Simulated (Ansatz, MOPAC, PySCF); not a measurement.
Potential energy curve for MgH, doublet.

Methods: PM7, unrestricted, heats of formation (MOPAC); UKS-LDA (SVWN5)/6-31G* = unrestricted LDA (SVWN5)/6-31G*, spherical d (PySCF 2.14.0); UHF/6-31G* = unrestricted Hartree-Fock/6-31G*, spherical d run with PySCF; FCI = full CI/cc-pVDZ, frozen core (Ansatz, a program for electronic structure).

Energies relative to the lowest point of each curve near equilibrium, in eV; the last columns give the difference from FCI:

```tsv
R / Å	PM7	UKS-LDA (SVWN5)/6-31G*	UHF/6-31G*	FCI	PM7 − FCI	UKS-LDA (SVWN5)/6-31G* − FCI	UHF/6-31G* − FCI
1.30	2.227	1.477	1.519	1.416	0.811	0.060	0.102
1.38	1.253	0.902	0.916	0.842	0.411	0.060	0.074
1.48	0.487	0.430	0.425	0.383	0.104	0.047	0.042
1.59	0.081	0.140	0.128	0.112	-0.031	0.028	0.016
1.64	0.012	0.067	0.056	0.048	-0.036	0.018	0.008
1.69	0.000	0.021	0.015	0.012	-0.012	0.009	0.003
1.74	0.036	0.000	0.000	0.000	0.036	0.000	0.000
1.80	0.132	0.000	0.010	0.011	0.122	-0.011	-0.001
1.87	0.302	0.028	0.053	0.051	0.251	-0.023	0.002
1.91	0.421	0.055	0.089	0.084	0.337	-0.030	0.005
1.99	0.693	0.126	0.181	0.169	0.525	-0.043	0.012
2.15	1.302	0.313	0.407	0.378	0.924	-0.066	0.029
2.39	2.041	0.626	0.733	0.710	1.332	-0.083	0.023
2.63	—	0.907	0.948	0.970	—	-0.062	-0.022
2.92	—	1.160	1.078	1.139	—	0.021	-0.061
3.10	—	1.271	1.115	1.184	—	0.087	-0.069
3.50	—	1.428	1.144	1.214	—	0.214	-0.070
3.85	—	1.500	1.146	1.215	—	0.285	-0.069
4.27	—	1.544	1.144	1.212	—	0.331	-0.069
4.70	—	1.565	1.142	1.211	—	0.354	-0.069
5.24	—	1.578	1.142	1.211	—	0.368	-0.068
6.03	—	1.586	1.143	1.211	—	0.375	-0.067
6.87	—	1.588	1.144	1.211	—	0.377	-0.067
```

PM7 is furthest from FCI at 2.39 (1.332 eV, above); its mean absolute difference over the points is 0.379 eV.

UKS-LDA (SVWN5)/6-31G* is furthest from FCI at 6.87 (0.377 eV, above); its mean absolute difference over the points is 0.128 eV.

UHF/6-31G* is furthest from FCI at 1.30 (0.102 eV, above); its mean absolute difference over the points is 0.041 eV.

A dash means that the run gave no value there, or that the column was ended at a point which the program doubted or which failed a test of continuity chosen for this set; such a test can also cut sound points.

The unrestricted determinant behind UHF/6-31G* is spin-contaminated at 2.39 to 3.10 Å (<S²> up to 0.9, against 0.75 for a pure doublet).
